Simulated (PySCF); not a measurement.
Si(AsH2)(F)(OH)2 (AsFH₄O₂Si), SMILES O[Si](O)(F)[AsH2]. Atoms are numbered in the order given.

```xyz
9

O     -0.8581    -1.1219     1.5829
Si    -0.8089    -0.2650     0.1790
O     -1.9133     0.9617     0.3117
F     -1.2704    -1.1970    -1.0761
As     1.3728     0.4749    -0.3180
H     -1.7308    -1.2453     1.9795
H     -2.1894     1.4078    -0.4978
H      1.6091     0.8625     1.1414
H      1.9363    -0.9299    -0.1056
```

The structure is a stationary point at B3LYP-D3(BJ)/def2-SVP. The structure was generated by enumeration, and PubChem lists no compound with its InChIKey, so it may never have been made. Other conformers were not sampled.

Computed with PBE0/pcSseg-1 run with PySCF.

GIAO shieldings, no solvent; atoms listed in one row are averaged. δ = σ(ref) − σ: ¹⁷O against H2O (σ = 334.2 ppm); ²⁹Si against TMS (σ = 352.7 ppm); ¹⁹F against CFCl3 (σ = 167.2 ppm); ⁷⁵As against AsH3 (σ = 1910.2 ppm); ¹H against TMS (σ = 31.56 ppm), references at their B3LYP-D3(BJ)/def2-TZVP geometries, non-relativistic.

Q: Estimate the chemical shifts. (Estimate from the structure and the level; the computed values follow.)

A: 
```tsv
nucleus	atoms	count	δ (ppm)
¹⁷O	O3	1	77.0
¹⁷O	O1	1	71.6
²⁹Si	Si2	1	-16.9
¹⁹F	F4	1	-112.1
⁷⁵As	As5	1	-55.5
¹H	H6	1	2.98
¹H	H7	1	2.55
¹H	H9	1	2.48
¹H	H8	1	2.36
```
